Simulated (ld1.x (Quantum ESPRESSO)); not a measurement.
Before and after: ultrasoft potential for titanium

ld1.x (Quantum ESPRESSO) 7.5 input, shortened:

```
&input
   title='Ti', zed=22., rel=0, dft='PBESOL', iswitch=3,
   config='[Ar] 3d2 4s1 4p0'
 /
 &inputp
   pseudotype=3, tm=.true., lloc=-2, rcloc=2.40,
   nlcc=.false.,
   which_augfun='PSQ', rmatch_augfun_nc=.true.
 /
6
4S  1  0   1.00   0.00  2.05  2.75  0.0
4S  1  0   0.00   0.60  2.05  2.75  0.0
4P  2  1   0.00   0.00  2.60  3.10  0.0
4P  2  1   0.00   1.75  2.60  3.10  0.0
3D  3  2   2.00   0.00  1.85  2.50  0.0
3D  3  2   0.00  -0.50  1.85  2.50  0.0
 &test
   configts(1)='3d2 4s1 4p0'
 /
```

Change: wave 4s channel at 0.6 Ry: rcut 2.05, rcutus 2.75 bohr becomes 4s channel at 2.64 Ry: rcut 2.05, rcutus 2.75 bohr.

Cutoffs: the cutoffs (Ry, on a coarse ladder) from which the occupation-weighted sum of valence levels, in a spherical-Bessel basis at the reference potential, stays within 10 and 1 mRy of its value at 400 Ry; they do not see the model core or the augmentation charge, which bear on the density cutoff. Errors are all-electron minus pseudo energies relative to the spin-unpolarised reference configuration.

Q: How do hardness, ghosts and transferability respond?

A: The potential gets neither clearly harder nor softer (15 Ry and 18 Ry → 15 Ry and 18 Ry); the number of tests with a reliable result goes from 7 to 3 (the test run of the changed file stopped, so its transferability is not established); the errors of the 3 common tests hardly move; the range in which the s phases agree widens (upper end 2.0 → at the end of the scan); neither file shows a bound ghost.

```tsv
quantity	base	changed
cutoff, loose	15 Ry	15 Ry
cutoff, tight	18 Ry	18 Ry
bound ghosts	none	none
tests with a reliable result	7 of 7	3 of 7 (the test run stopped)
error for 3d2 4s2 4p0, meV [ΔE -7.30 eV]	+1.5	+1.5
error for 3d2 4s0 4p0, meV [ΔE 13.37 eV]	+105	+105
error for 3d1 4s0 4p0, meV [ΔE 40.43 eV]	+50	+50
s: phases at 3.37 bohr within 0.05 rad from the reference energy up to (Ry; the scan ends near 5)	2.0	to the end of the scan
p: phases at 3.37 bohr within 0.05 rad from the reference energy up to (Ry; the scan ends near 5)	2.7	2.7
d: phases at 3.37 bohr within 0.05 rad from the reference energy up to (Ry; the scan ends near 5)	3.1	3.1
lowest overlap eigenvalue by channel	s 0.47, p 0.71, d 1.00	s 0.78, p 0.71, d 1.00
```
